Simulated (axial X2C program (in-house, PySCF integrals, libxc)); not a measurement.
## ZrGe along the bond: HF, 2c

All values were computed with an in-house relativistic program for diatomic molecules. Two-component (2c) means X2C with spin–orbit coupling and atomic mean-field two-electron Coulomb and Gaunt terms. Basis: Zr dyall-cv3z [11s12p9d6f3g], Ge dyall-cv3z [9s9p7d4f1g] (cores contracted in-house); Gaussian nuclei, density fitting, unrestricted open shells. Masses: Zr 89.905 u, Ge 73.921 u.

State: Ω = 4 (⟨Sz⟩ = 2.00, ⟨Lz⟩ = 2.00 at HF). Dipoles are positive if Ge is the positive end.

Results along the bond:

```
R (Å)   μ (D)  HOMO (eV)  LUMO (eV)
2.266   0.553      -5.71       0.31
2.371   0.473      -5.81       0.37
2.449   0.349      -5.90       0.40
2.527   0.174      -5.98       0.43
2.605  -0.047      -6.06       0.45
2.696  -0.353      -6.15       0.46
2.787  -0.697      -6.23       0.46
2.905  -1.176      -6.33       0.44
3.048  -1.774      -6.43       0.35
3.256  -2.557      -6.53       0.12
```

One determinant describes the state; a PBE0 search over occupations chose it and may have missed a lower one. Other states lie close and PBE0, whose exact exchange favours high spin, may order them wrongly; the determinant shown need not be the ground state. The nearest other 2c determinant of the search, Ω = 2, lies 0.36 eV up at the distance of the search. With several unpaired electrons one determinant need not be a pure state. Open-shell Ω = 0 determinants with evenly filled partner blocks cannot be reached by this program, so the Ω shown need not be the lowest component. The determinant is spin-polarised beyond a pure state at some levels (its spin-free form has ⟨S²⟩ too high), which makes Re and μ there less reliable.
